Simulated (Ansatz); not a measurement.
Cost and result for the atomization energy of C7H18AuOP, SMILES `CC[P+](CC)(CC)[Au-][O]C` (28 atoms, 27 bonds).

```xyz
28

C    -0.644   -2.307    1.708
C    -1.157   -1.628    0.448
P    -0.275   -0.075    0.064
C    -0.839    1.086    1.358
C    -0.348    2.507    1.134
C    -1.044    0.520   -1.484
C    -2.545    0.756   -1.457
Au    1.931   -0.274   -0.092
O     3.902   -0.436   -0.137
C     4.575   -0.703   -1.325
H    -1.153   -3.261    1.864
H    -0.817   -1.695    2.596
H     0.428   -2.500    1.639
H    -1.014   -2.279   -0.420
H    -2.229   -1.420    0.524
H    -0.453    0.697    2.304
H    -1.932    1.046    1.418
H     0.741    2.536    1.053
H    -0.762    2.938    0.220
H    -0.644    3.151    1.965
H    -0.508    1.433   -1.756
H    -0.775   -0.217   -2.247
H    -2.824    1.514   -0.722
H    -3.099   -0.155   -1.224
H    -2.891    1.107   -2.432
H     4.299   -1.670   -1.777
H     4.422    0.068   -2.099
H     5.654   -0.741   -1.122
```

The species carries charge 0 and has multiplicity 1. Correlated methods include outer-core shells of Au, which these sets cover unevenly. Au takes the def2 core potential. The geometry is a stationary point of PBE0-D4/def2-TZVP. It is one conformer, not always the lowest. Program: Ansatz. All runs use 11 threads of an AMD EPYC 7R13 on a shared host and a whole NVIDIA H100 80 GB. Times are those of one run each, without the atoms' runs, and a repeat can differ threefold. Electronic energies, without spin–orbit coupling; frozen cores. CCSD(T)/CBS adds CCSD(T) − MP2 in def2-TZVPP to the MP2 limit, and its time is that of the two runs behind it. T1 = 0.014. With those shells the extrapolation isn't a true limit. B3LYP takes the VWN-RPA correlation (the form of Gaussian; ORCA's B3LYP/G). HSE06 is the plane-wave form, built on full-range PBE exchange.

CCSD(T)/CBS is a level of theory with its own doubt, some kJ/mol a heavy atom from the limit and from the frozen cores, so smaller differences don't rank the functionals.

```csv
level,functions,wall time,atomization (kJ/mol),difference from CCSD(T)/CBS,per bond
LDA (SPW92)/def2-TZVPP,598,2.2 s,12087.2,1473.6,54.6
revPBE-D4/def2-TZVPP,598,2.2 s,10567.1,-46.5,-1.7
BLYP-D4/def2-TZVPP,598,2.3 s,10554.7,-58.9,-2.2
PBE0-D4/def2-TZVPP,598,2.5 s,10640.2,26.6,1.0
HSE06-D4/def2-TZVPP,598,2.5 s,10646.0,32.4,1.2
r2SCANh-D4/def2-TZVPP,598,2.8 s,10583.1,-30.5,-1.1
B3LYP-D4/def2-TZVPP (with forces),598,3.1 s,10591.3,-22.3,-0.8
B97M-V/def2-TZVPP,598,3.3 s,10596.5,-17.1,-0.6
B2PLYP/def2-TZVPP,598,3.5 s,10469.2,-144.4,-5.3
CCSD(T)/def2-SVP,252,6 s,10080.0,-533.6,-19.8
MP2/def2-QZVPP,1154,7 s,10644.0,30.4,1.1
CCSD(T)/def2-TZVPP,598,97 s,10361.2,-252.4,-9.3
CCSD(T)/CBS(def2),–,100 s,10613.6,0.0,0.0
```

At CCSD(T), def2-SVP lies −533.6 kJ/mol from the extrapolated value and def2-TZVPP −252.4 kJ/mol: correlation converges slowly with the basis, and small sets miss more of it in the bonded molecule than in its fragments. The D4 term adds +129.0 kJ/mol with B3LYP and +70.1 kJ/mol with PBE0; it sums over pairs of atoms, weighted by their polarisabilities, and B3LYP, whose exchange is more repulsive, gets the larger term. From r2SCAN to r2SCAN0 (25 % exact exchange), in def2-TZVPP and without D4, the atomization energy moves by −128.9 kJ/mol: exact exchange takes away binding that semilocal exchange gives to molecules.
